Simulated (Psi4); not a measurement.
Cl3Ga (SMILES [Cl][Ga]([Cl])[Cl]), singlet, at a GFN2-xTB geometry (such geometries of metal compounds can be far from the true shape). Base run: SVWN/STO-3G in Psi4.

The Psi4 input:
```
memory 2 GB

molecule mol {
0 1
Ga    0.000000    0.000000   -0.000000
Cl   -1.760000   -1.105817   -0.208205
Cl    0.100325    1.952147   -0.736775
Cl    1.659675   -0.846330    0.944980
}

set {
  basis sto-3g
  reference rks
}

energy('svwn')
print_variables()
```

Variants of this job, named by their change:

| change | ΔE vs base (mEh) | SCF cycles | grid points | basis functions |
|---|---|---|---|---|
| base | 0.000 | 22 | 80347 | 45 |
| dft_spherical_points = 194 | -0.092 | 22 | 52019 | 45 |
| e_convergence = 1e-8 | 0.000 | 22 | 80347 | 45 |
| scf_type = mem_df | 0.000 | 22 | 80347 | 45 |
| guess = sap | 0.000 | 19 | 80347 | 45 |
| df_basis_scf = cc-pvqz-jkfit | 1.545 | 22 | 80347 | 45 |
| scf_type = dfdirj+cosx | 0.000 | 23 | 80347 | 45 |
| basis_guess = true | 0.000 | 20 | 80347 | 45 |
| dft_pruning_scheme = robust | -0.009 | 22 | 53203 | 45 |
| dft_radial_scheme = becke | 0.028 | 22 | 71124 | 45 |
| df_basis_scf = cc-pvtz-jkfit | 1.532 | 22 | 80347 | 45 |
| guess = gwh | 0.000 | 22 | 80347 | 45 |
| dft_basis_tolerance = 1e-8 | 0.000 | 22 | 77207 | 45 |
